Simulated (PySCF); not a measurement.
## AsN at PBE0

Level: PBE0. As pcseg-1, N pcseg-1; no relativity (PySCF 2.14).

```json
{
 "state": "¹Σ⁺ (singlet), closed shell",
 "bond length": "1.613 Å",
 "harmonic wavenumber": "1144 cm⁻¹",
 "force constant": "9.10 mdyn/Å",
 "rotational constant Be": "0.5492 cm⁻¹",
 "anharmonicity ωexe": "4.13 cm⁻¹",
 "vibration–rotation constant αe": "0.00298 cm⁻¹",
 "well depth De to As + N": "99.5 kcal/mol",
 "dissociation energy D0": "97.9 kcal/mol",
 "HOMO–LUMO gap": "6.45 eV",
 "bond order (Mayer)": "2.92",
 "dipole moment (positive dipole means As(−)N(+))": "-3.06 D"
}
```
